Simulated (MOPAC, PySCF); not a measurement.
CH$_{6}$B$_{2}$, SMILES `BCB`, neutral singlet in the gas phase. 

Cartesian coordinates (Å):
SMILES: BCB
```xyz
9

B      1.2460    -0.1591    -0.2967
C     -0.1152     0.5792    -0.2210
B     -1.1676    -0.3743     0.4014
H      1.7831    -0.3688    -1.3455
H      1.7699    -0.5438     0.7086
H     -0.4257     1.0693    -1.1421
H      0.0543     1.3063     0.5947
H     -2.1391    -0.7136    -0.2098
H     -1.0057    -0.7952     1.5104
```
Charge 0, multiplicity 1.

All levels are single points at this geometry (PBE0-D3(BJ)/def2-TZVP); Pople sets use spherical d functions. Orbital energies aren't observables, and empty levels follow the basis.

| level | HOMO (eV) | LUMO (eV) | gap (eV) | dipole (D) | vertical IE, Delta-SCF (eV) |
|---|---|---|---|---|---|
| PBE-D3(BJ)/def2-TZVP in PySCF | -7.65 | -2.88 | 4.77 | 0.87 | – |
| PBE0-D3(BJ)/def2-TZVP in PySCF | -9.03 | -1.86 | 7.17 | 0.81 | – |
| B3LYP/3-21G in PySCF | -8.75 | -1.86 | 6.89 | 0.79 | – |
| B3LYP/6-31G* in PySCF | -8.67 | -1.70 | 6.96 | 0.84 | 11.21 |
| BP86/6-31G* in PySCF | -7.59 | -2.61 | 4.98 | 0.92 | – |
| M06-2X/6-31G* in PySCF | -10.15 | -0.55 | 9.61 | 0.77 | – |
| SVWN5/6-31G* in PySCF | -7.43 | -2.80 | 4.63 | 0.97 | 10.68 |
| HF/6-31G* in PySCF | -12.30 | 2.30 | 14.60 | 0.65 | 10.80 |
| HF/STO-3G in PySCF | -11.11 | 6.16 | 17.28 | 0.54 | – |
| AM1 in MOPAC | -10.97 | 1.21 | 12.17 | 0.61 | – |
| PM3 in MOPAC | -11.74 | -0.16 | 11.58 | 1.08 | – |
| PM6 in MOPAC | -10.69 | -0.13 | 10.56 | 0.65 | – |
| PM7 in MOPAC | -11.02 | -0.57 | 10.46 | 0.54 | – |
